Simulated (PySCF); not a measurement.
C₂H₇BOS.
Z-matrix (Å and degrees, PBE0-D3(BJ)/def2-SVP geometry), rows numbered from 1:
```
C 
O   1  1.4043
B   2  1.3452  1  124.91
S   3  1.8105  2  122.51  1    -0.44
C   4  1.8163  3  101.24  2   179.75
H   1  1.1004  2  108.94  3  -128.89
H   1  1.1026  2  112.46  3    -8.32
H   1  1.1010  2  109.51  3   112.73
H   3  1.2094  2  117.68  1   179.31
H   5  1.0975  4  111.01  3   -52.42
H   5  1.0977  4  107.18  3  -171.33
H   5  1.0979  4  110.89  3    69.87
```

Level: PBE0/pcSseg-1 in PySCF, non-relativistic, on one gas-phase PBE0-D3(BJ)/def2-SVP geometry that isn't relaxed in the solvent. The solvent is an IEF-PCM continuum (cavity from Bondi-type radii × 1.2). Only the electrostatic response of the medium enters.

```tsv
run	E − E(gas) (kJ/mol)	HOMO (eV)	HOMO–LUMO gap (eV)	dipole (D)
gas	0.00	-7.16	7.28	0.60
P	-10.62	-7.22	7.29	0.68
Q	-14.01	-7.25	7.29	0.71
```

Question: The runs were made in acetone and chloroform. Which run belongs to which solvent?

Answer: P = chloroform, Q = acetone. The dielectric constants are 4.711 (chloroform), 20.49 (acetone), and the energy falls further as ε rises. In this model the ground state sees the solvent through ε alone.

Question: How constant is the ratio of the lowering to (ε − 1)/(2ε + 1)?

Answer: 
```csv
solvent,(ε − 1)/(2ε + 1),E − E(gas) (kJ/mol),ratio (kJ/mol),polarisation term (kJ/mol)
chloroform,0.356,-10.62,-29.8,-11.48
acetone,0.464,-14.01,-30.2,-15.52
```

The ratio changes by +1.2 % in size from chloroform to acetone. The polarisation term is half the interaction of the solute with the induced surface charges.
